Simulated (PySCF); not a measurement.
Some computed properties have been withheld. Give your best values.

Species: C6H6N2O.
SMILES with atom numbers: `[CH3:1][C:2](=[O:3])[c:4]1[cH:5][cH:6][n:7][n:8][cH:9]1` (hydrogens: H10, H11, H12 on C1; H13 on C5; H14 on C6; H15 on C9)

Conformer (atom-mapped SMILES and torsion angles): `[CH3:1][C:2](=[O:3])[c:4]1[cH:5][cH:6][n:7][n:8][cH:9]1`: C1–C2–C4–C5 178°.

```csv
property,level,value
"rotational constants A, B, C of the GFN2-xTB geometry",GFN2-xTB,?
dipole moment,wB97X-D/def2-SVPD,?
HOMO energy,wB97X-D/def2-SVPD,-8.86 eV
LUMO energy,wB97X-D/def2-SVPD,-0.93 eV
lowest singlet excitation,TDDFT wB97X-D/def2-SVPD,"3.14 eV (394 nm, f = 0.002)"
strongest line among the 8 lowest singlet transitions,TDDFT wB97X-D/def2-SVPD,"S6 at 5.94 eV (209 nm, f = 0.198)"
lowest triplet excitation (Tamm–Dancoff),TDA wB97X-D/def2-SVPD,2.55 eV
static isotropic polarisability,wB97X-D/def2-SVPD,82.9 au
electronic spatial extent ⟨r²⟩ about the centre of nuclear charge,wB97X-D/def2-SVPD,?
13C chemical shifts (computed TMS as zero) by class,GIAO PBE0/pcSseg-1,"202.6 (C2), 158.0 (C6), 151.4 (C9), 132.4 (C4), 126.3 (C5), 29.1 (C1) ppm"
1H chemical shifts (computed TMS as zero) by class,GIAO PBE0/pcSseg-1,?
"isotropic shieldings of nuclei other than C and H, by class",GIAO PBE0/pcSseg-1,?
```

Electronic properties: PySCF, gas phase, density fitting. GFN2-xTB frequencies show an imaginary mode (21i cm⁻¹), so this geometry is no minimum at that level. NMR classes are plain means over equivalent atoms (diastereotopic ones count apart unless rotation or inversion swaps them), as if these changed places fast; in this geometry the members of some classes differ.

(1) The dipole moment?

(2) The isotropic shieldings of nuclei other than C and H, by class?

(3) What are the 1H chemical shifts (computed TMS as zero) by class?

(4) Give the rotational constants A, B, C of the GFN2-xTB geometry.

(5) Give the electronic spatial extent ⟨r²⟩ about the centre of nuclear charge.

## Answers

(1) 2.12 D.

(2) -231 (N7), -206 (N8), -346 (O3) ppm.

(3) 10.06 (H14), 9.87 (H15), 8.07 (H13), 2.78 (H10/H11/H12) ppm.

(4) 3.911, 1.240, 0.947 GHz.

(5) 1167 bohr².

The 8 singlets span 3.14 to 6.46 eV, and their oscillator strengths add up to 0.25. The largest Löwdin shares of the LUMO are 0.16 on C2, 0.15 on O3, 0.15 on N7 and 0.15 on C4. In atomic units the dipole is 0.83 e·bohr (1 au = 2.5417 D). 1 of the 8 computed singlets lies in the visible range (750 to 380 nm, 1.65 to 3.26 eV), with an oscillator strength of 0.002.

One conformer stands for the species.
